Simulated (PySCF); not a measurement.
Compound: C7H6Cl2 (charge +1 and doublet state).
Structure used (GFN2-xTB), in Å, numbered top down from 1:
```xyz
15
C7H6Cl2 angstrom
Cl     2.4159   -0.4797    1.7713
C      2.1689    0.2570    0.1408
Cl     3.1068   -0.5669   -1.1024
C      0.6702    0.0851    0.0633
C      0.1083   -1.1272   -0.3657
C     -1.2547   -1.2177   -0.5530
C     -2.0706   -0.1358   -0.2210
C     -1.5146    1.0709    0.2079
C     -0.1524    1.1690    0.4033
H      2.4787    1.3039    0.1841
H      0.7441   -1.9721   -0.5803
H     -1.6869   -2.1361   -0.9203
H     -3.1460   -0.2535   -0.2336
H     -2.1472    1.9216    0.4135
H      0.2751    2.0894    0.7702
```

The hyperfine couplings belong to this conformer and change with its torsions.

As a line formula: `ClC(Cl)[C+]1[CH]C=CC=C1` [radical] (charge +1).

Method used: UKS B3LYP, pcH-1 on C Cl H, non-relativistic, mean-field spin-orbit, GIAO in PySCF 2.14.0. One conformer (not necessarily the lowest) at the GFN2-xTB geometry, without solvent, vibrations or thermal averaging. A GFN2-xTB geometry isn't a minimum of the functional, and hyperfine couplings can be far from their values at a DFT geometry, by a factor of two or more for some ions and for spin on atoms past the first row. No stability test was run, so a lower SCF solution isn't excluded.

The largest Mulliken spin populations are on C7 (+0.38), C4 (+0.34), Cl1 (+0.22) and C5 (+0.11). Three atoms exceed +0.15.

Test a(H) = Q·ρ(C) for the protons on planar carbons with a spin population beyond ±0.08.

| H | C | ρ(C) | a(H) (G) | a/ρ (G) |
| --- | --- | --- | --- | --- |
| H11 | C5 | +0.110 | -2.33 | -21.1 |
| H13 | C7 | +0.379 | -7.80 | -20.6 |

A least-squares line through the origin gives Q = -20.6 G with Mulliken populations. In every row coupling and population have opposite signs.

Couplings in gauss use g_iso = 2.0042.

On Arm Neoverse V2, one thread, shared host with 96 logical CPUs at a one-minute load of 37, this took 2.2 min wall (with the writing of density and orbital grids) and 1.2 GiB of memory at its peak.

The SMILES draws the unpaired electron on C5; the largest computed Mulliken spin population is on C7 (0.38 against 0.11).
